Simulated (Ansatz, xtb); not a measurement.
## Two isomers of GeH2O

Structure a is `[OH][GeH]`, a singlet and structure b is `[O]=[GeH2]`, a singlet. Both are isolated molecules in the gas phase, relaxed with B3LYP/6-31G*; the shapes shown needn't be the lowest conformers.

a (Å):

```xyz
4

Ge    0.1081   -0.9553   -1.0578
O    -1.2120    0.2283   -1.4201
H     0.2113   -0.5937    0.5338
H    -1.4858    0.7244   -0.6327
```

b (Å):

```yaml
atoms:
  - { symbol: Ge, position_ang: [-1.0126, -0.2339, -0.8528] }
  - { symbol: O, position_ang: [-2.4752, -0.5978, -0.1878] }
  - { symbol: H, position_ang: [-0.3844, -1.0357, -2.0282] }
  - { symbol: H, position_ang: [-0.1225, 0.9458, -0.3679] }
```

Question: Estimate E(b) − E(a) at the level CCSD(T)/def2-TZVPP.

Answer: Calculated at CCSD(T)/def2-TZVPP: E(b) − E(a) = +1.064 eV, so structure a lies lower.

Level by level:

```
             level      geometry  E(b) − E(a) (eV)  departure from the last row (eV)  job, with rough time for the two
          GFN2-xTB      GFN2-xTB              +1.305                            +0.241              optimisation, 0.65 s
         HF/STO-3G      GFN2-xTB              +0.534                            −0.530               single point, 1.4 s
r2SCAN-D4/def2-SVP      GFN2-xTB              +1.093                            +0.029               single point, 7.8 s
      B3LYP/6-31G*  B3LYP/6-31G*              +1.190                            +0.126                optimisation, 51 s
     HF/def2-TZVPP  B3LYP/6-31G*              +1.535                            +0.472           part of the CCSD(T) run
    MP2/def2-TZVPP  B3LYP/6-31G*              +0.899                            −0.165           part of the CCSD(T) run
CCSD(T)/def2-TZVPP  B3LYP/6-31G*              +1.064                                                  single point, 39 s
```

As drawn, b has 1 Ge=O, 1 Ge–H in place of 1 Ge–O, 1 O–H.

None of the levels shown reverses the order. The largest departure from CCSD(T)/def2-TZVPP is that of HF/STO-3G, 0.530 eV.

With harmonic frequencies from B3LYP/6-31G* (ideal gas, rigid rotor, one conformer each, 400 K, 1 atm): the zero-point term adds −0.082 eV; ΔH is +0.982 and ΔG +1.012 eV.

The T1 diagnostic of structure b is large, so the coupled-cluster value is less sure. The correlated steps freeze 10 core orbitals; the filled d shell of Ge is correlated, in a basis made for valence electrons. Codes used: Ansatz 0.2.0, xtb 6.7.1; the last row on 1 thread of AMD EPYC (Zen 3) on a shared host.
